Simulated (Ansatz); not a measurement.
`[F][Zr]([F])([F])[SeH]` and `O=C=[N][Zr]([F])([F])[F]` differ in one atom or group.

Ansatz, PBE0-D4/def2-TZVP geometries, multiplicity 1. Each molecule was computed in one conformer, which needn't be the lowest.

Elements past krypton have def2 core potentials. Scalar relativity is left out up to krypton.

```
                                          property  `[F][Zr]([F])([F])[SeH]`
               LUMO energy (B3LYP/def2-TZVPP) / eV                     -2.19
             HOMO energy (ωB97M-V/def2-TZVPP) / eV                     -9.80
size of the dipole moment (ωB97M-V/def2-TZVPP) / D                      0.33
    size of the dipole moment (PBE/def2-TZVPP) / D                      0.35
               HOMO energy (B3LYP/def2-TZVPP) / eV                     -7.47
                HOMO energy (PBE0/def2-TZVPP) / eV                     -7.71
```

**Question.** What does the change do to each property? (Best estimate.)

**Answer.** Computed: 
```tsv
property	`O=C=[N][Zr]([F])([F])[F]`	shift
LUMO energy (B3LYP/def2-TZVPP) / eV	-2.02	0.17
HOMO energy (ωB97M-V/def2-TZVPP) / eV	-11.58	-1.78
size of the dipole moment (ωB97M-V/def2-TZVPP) / D	0.51	0.18
size of the dipole moment (PBE/def2-TZVPP) / D	0.42	0.07
HOMO energy (B3LYP/def2-TZVPP) / eV	-9.12	-1.65
HOMO energy (PBE0/def2-TZVPP) / eV	-9.37	-1.66
```

With PBE0 the HOMO falls by 1.66 eV and the LUMO rises by 0.18 eV, so the gap widens by about 1.84 eV. PBE moves the HOMO by -1.38 eV and ωB97M-V by -1.78 eV. The zero-point energy changes by 15.7 kJ/mol with +3 modes. Dipoles are sizes alone; their direction can turn.

B3LYP here is the variant with VWN-RPA as its local correlation; programs differ in this.

Spin–orbit coupling is left out; it splits and shifts lone-pair levels of the heavy atoms by tenths of an eV.
